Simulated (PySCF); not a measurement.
BH6N, SMILES [BH3-][NH3+]. Atoms are numbered in the order given.

```xyz
8

B      0.0000     0.0000    -0.9246
N      0.0000     0.0000     0.7243
H      0.0000    -1.1752    -1.2431
H      1.0178     0.5876    -1.2431
H     -1.0178     0.5876    -1.2431
H     -0.8270    -0.4774     1.0940
H      0.0000     0.9549     1.0940
H      0.8270    -0.4774     1.0940
```

The structure is a stationary point at PBE-D3(BJ)/def2-TZVP.

These are M06-2X/def2-TZVPD (PySCF) values and carry that method's errors.

Symmetry labels are those of the subgroup Cs that the program uses (full group C3v).

Problem. List the valence orbital energies around the gap with their symmetry. (An estimate is asked for; the answer gives what the named calculation found.)

Solution. 
```csv
orbital,symmetry,energy (eV)
HOMO−7,A',-189.61
HOMO−6,A',-28.65
HOMO−5,A',-16.87
HOMO−4,A",-16.87
HOMO−3,A',-16.12
HOMO−2,A',-11.46
HOMO−1,A",-9.08
HOMO,A',-9.08
LUMO,A',-0.34
LUMO+1,A',1.08
LUMO+2,A",1.41
LUMO+3,A',1.41
```
